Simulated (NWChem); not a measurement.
Molecule: C$_{3}$H$_{6}$Se; SMILES [Se](C=C)C

```xyz
10

C     -0.1132    -2.4190     0.1312
C     -0.5666    -1.1990    -0.1663
Se     0.4554     0.3859    -0.0208
C     -1.0212     1.6413     0.1039
H      0.8841    -2.5876     0.5480
H     -0.7373    -3.2992    -0.0465
H     -1.5733    -1.0570    -0.5764
H     -1.6843     1.5423    -0.7664
H     -0.5812     2.6476     0.1025
H     -1.5853     1.4941     1.0341
```
Atoms are numbered in this order, from 1.

Program: NWChem. Structure relaxed at the PBE0/def2-SVP level.

Task: Predict the results for PBE/def2-SVP. Quantities: highest occupied level (eV); orbital gap (eV); dipole (D).

Result: 
| Item | Result |
|---|---|
| highest occupied level (eV) | -4.81 |
| orbital gap (eV) | 4.00 |
| dipole (D) | 1.32 |
